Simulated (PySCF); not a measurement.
A PySCF script (with the pyscf-properties extension) for the NMR shieldings of `InChI=1S/C5H10N.Al.2H/c1-5-2-3-6-4-5;;;/h5H,2-4H2,1H3;;;/q-1;+1;;/t5-;;;/m1.../s1`, on a GFN2-xTB geometry:

```python
import basis_set_exchange as bse
import numpy as np
from pyscf import gto, dft
from pyscf.prop import nmr

atoms = """
C    -2.324841   -0.479258    0.461715
C    -0.924699    0.103955    0.596101
C    -0.610560    1.184648   -0.461721
C     0.621390    0.646260   -1.203270
N     1.286583   -0.215100   -0.231177
Al    2.997703   -0.240319    0.286487
C     0.179190   -0.947642    0.372792
H    -2.478340   -1.270105    1.193295
H    -2.471517   -0.896934   -0.532462
H    -3.073904    0.291912    0.627536
H    -0.811731    0.529025    1.596656
H    -1.447567    1.339586   -1.140721
H    -0.374617    2.132580    0.019891
H     1.298881    1.432750   -1.543119
H     0.302257    0.059970   -2.075431
H     4.055735   -1.049130   -0.494611
H     3.454593    0.537956    1.539228
H     0.502176   -1.431529    1.297735
H    -0.190535   -1.719376   -0.316385
"""
names = dict.fromkeys(["C", "N", "Al", "H"], "pcSseg-1")
basis = {el: gto.basis.parse(bse.get_basis(n, elements=[el], fmt="nwchem")) for el, n in names.items()}
mol = gto.M(atom=atoms, basis=basis, charge=0, verbose=0)
mf = dft.RKS(mol, xc="PBE0")
mf.grids.level = 2
mf.grids.alignment = dft.numint.BLKSIZE   # the property module wants whole blocks of grid points
mf.conv_tol = 1e-9
mf.kernel()

calc = nmr.RKS(mf)   # GIAO
C = mf.mo_coeff
Co = C[:, mf.mo_occ > 0]
resp = mf.gen_response(singlet=True, hermi=2)
def vind(x):   # induced exchange potential for any number of trial vectors
    d = np.einsum("pi,xij,qj->xpq", C, 2 * x.reshape(-1, C.shape[1], Co.shape[1]), Co, optimize=True)
    return np.einsum("xpq,pi,qj->xij", resp(d - d.transpose(0, 2, 1)), C, Co, optimize=True).ravel()
mo1, _ = nmr.rhf.solve_mo1(calc, with_cphf=vind)
sigma = calc.kernel(mo1)
for i, s in enumerate(sigma):   # ppm
    print("%2d %-2s %9.2f" % (i, mol.atom_pure_symbol(i), np.trace(s) / 3))
```

Q: What does it print?

A: 
```
 0 C     166.06
 1 C     149.39
 2 C     148.88
 3 C     136.14
 4 N     210.20
 5 Al    339.52
 6 C     127.72
 7 H      30.65
 8 H      30.97
 9 H      30.34
10 H      29.67
11 H      30.59
12 H      29.80
13 H      28.40
14 H      28.72
15 H      26.60
16 H      26.73
17 H      28.26
18 H      29.37
```

These numbers come from an equivalent density-fitted implementation of the same equations, which agrees with the script to about 0.01 ppm for H and up to a few tenths of a ppm for heavy atoms, so last digits may differ.

Size and cost of the density-fitted run: 186 basis functions, 32 s wall time on 1 thread of an Arm Neoverse V2, shared host; peak memory 0.84 GiB.
